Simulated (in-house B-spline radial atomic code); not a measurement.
Results of a calculation; reference values are marked as such.
Correlation energy from the adiabatic connection: ω²r²/2 − Z/r, ω = 0.0685, Z = 0.7

Two electrons in a singlet, external potential ω²r²/2 − Z/r, ω = 0.0685, Z = 0.7 (atomic units). Full CI in B-splines (partial waves to l = 8, correlation up to 0.6 % small) with the density held fixed gives W(λ) = <V_ee>_λ − U, and E_c is the integral of W(λ) − W(0) from 0 to 1.

```csv
λ,W(λ) − W(0) (hartree)
0,0.00000
0.02,-0.00193
0.05,-0.00471
0.12,-0.01076
0.25,-0.02054
0.4,-0.02994
0.6,-0.04012
0.8,-0.04827
1,-0.05494
```

**Question.** Integrate the table by the trapezoid rule.

**Answer.** The strips give -0.00002, -0.00010, -0.00054, -0.00203, -0.00379, -0.00701, -0.00884, -0.01032, which sum to -0.03265 hartree. The direct value, W(1) − W(0) + T_c with T_c = 0.02216, is -0.03278; the curve is convex, so chords lie above it and the trapezoids fall short in size by 0.41 %.

**Question.** Now use only three numbers: W(0) = -0.30898, the initial slope W'(0) = -0.09776 (extrapolated from the first points) and the strong-coupling limit of the point-charge-plus-continuum model, W∞ = -0.43674. What do second-order theory and the interpolation W(λ) = W∞ + (W(0) − W∞)/√(1 + 2χλ) of Seidl, Perdew and Levy give?

**Answer.** Second order keeps the slope alone: E_c = W'(0)/2 = -0.04888, +49 % in size against -0.03278. Matching the slope fixes χ = W'(0)/(W∞ − W(0)) = -0.09776/(-0.12776) = 0.76518. Integrating, with s = √(1 + 2χ) = 1.590714, E_c = −(W(0) − W∞)(s − 1)/(s + 1) = −0.12776 × 0.590714/2.590714 = -0.02913 hartree, -11.1 % in size against the full result. At λ = 1 the formula gives W − W(0) = -0.04744 against -0.05494. Part of the miss can come from the model's W∞.
